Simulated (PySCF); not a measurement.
# Orbital energies, ionisation energy and electron affinity

Species: C3NNa.
Atom-mapped SMILES: `[N:1]#[C:2][C:3]#[C:4][Na:5]`

Level: CAM-B3LYP/def2-SVPD (PySCF). Frontier orbitals with their largest atomic shares (Löwdin; up to four atoms above 4 %):

```
orbital  ε (eV)                  main atoms
 HOMO−3  -11.04            N1 81 %, C2 17 %
 HOMO−2   -9.65  C4 69 %, C3 15 %, Na5 15 %
 HOMO−1   -7.97                           ?
   HOMO   -7.97                           ?
   LUMO   -1.48                    Na5 97 %
 LUMO+1    0.03            Na5 89 %, C4 4 %
 LUMO+2    0.03            Na5 89 %, C4 4 %
```

Task: What vertical ionisation energy does ΔSCF give, and how far is −ε(HOMO) from it?

Result: ΔSCF: 8.99 eV (867 kJ/mol; threshold wavelength 138 nm); ⟨S²⟩ of the doublet left behind is 0.775, against 0.75 for a pure doublet. −ε(HOMO) is 7.97 eV, 1.02 eV below it. In exact Kohn–Sham theory the two would be equal; CAM-B3LYP (range-separated hybrid) falls short of its own ΔSCF value by 11 %. Holes in the HOMO−1 and HOMO−2 were tried too where these lie within 1.2 eV of the HOMO; the lowest converged state counts.

Task: On which atoms does the HOMO lie?

Result: HOMO: C3 34 %, C4 32 %, N1 18 %, C2 13 %; HOMO−1: C3 34 %, C4 32 %, N1 18 %, C2 13 %. These 2 orbitals lie within 0.02 eV of one another; within a degenerate set any mixture serves as well, and the shares of a single orbital can change with the mixture. The HOMO−2 lies 1.68 eV lower.

Task: And the vertical electron affinity, the fundamental gap, Mulliken's electronegativity and the hardness (with the factor ½)?

Result: EA = 0.96 eV by ΔSCF (−ε(LUMO) = 1.48 eV). IE − EA = 8.03 eV against an orbital gap of 6.49 eV; (IE + EA)/2 = 4.97 eV; (IE − EA)/2 = 4.02 eV.

Task: With α = 53.6 au, estimate the like-pair dispersion coefficient by London's formula C6 = (3/4)α²I.

Result: I = 0.3303 Eh, so C6 ≈ 713 au, a rough estimate.

Task: What kinetic energy would electrons from this vertical process carry with Lyman-α light (10.199 eV)?

Result: 10.20 − 8.99 = 1.21 eV.

Geometry: PBE0-D3(BJ)/def2-SVP; no solvent, vibrations or thermal averaging.

The run behind these numbers computed excited states and ΔSCF ions as well. On one thread of an AMD EPYC 9B45, on a shared host, this took 7.4 s wall and 0.43 GiB of memory at its peak.
